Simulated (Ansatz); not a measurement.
TeAu₂. Total charge 0; singlet. Geometry PBE0-D4/def2-TZVP, that of the charge +1 doublet.

| atom | x (Å) | y (Å) | z (Å) |
| --- | --- | --- | --- |
| Au1 | 0.573 | -0.950 | 1.557 |
| Au2 | -0.955 | 1.524 | -0.646 |
| Te3 | 0.382 | -0.575 | -0.910 |

In the def2 sets Au, Te take a core potential; there is no spin–orbit coupling. The structure comes from a short search, and lower isomers may exist.

Problem. Estimate the orbital energies around the gap (eV) in Ansatz with PBE-D4/def2-TZVP, r2SCAN-D4/def2-TZVP, PBE0-D4/def2-TZVP.

Solution. 
| orbital | PBE-D4/def2-TZVP | r2SCAN-D4/def2-TZVP | PBE0-D4/def2-TZVP |
| --- | --- | --- | --- |
| HOMO−5 | -7.31 | -7.61 | -8.91 |
| HOMO−4 | -7.20 | -7.50 | -8.79 |
| HOMO−3 | -7.19 | -7.49 | -8.78 |
| HOMO−2 | -6.63 | -6.80 | -7.45 |
| HOMO−1 | -6.43 | -6.62 | -7.33 |
| HOMO | -5.06 | -5.19 | -5.89 |
| LUMO | -3.83 | -3.64 | -3.00 |
| LUMO+1 | -3.69 | -3.51 | -2.84 |
| LUMO+2 | -1.04 | -0.74 | -0.43 |
| LUMO+3 | -0.42 | -0.07 | 0.18 |
| LUMO+4 | -0.32 | 0.04 | 0.30 |
| LUMO+5 | 0.30 | 0.73 | 0.93 |
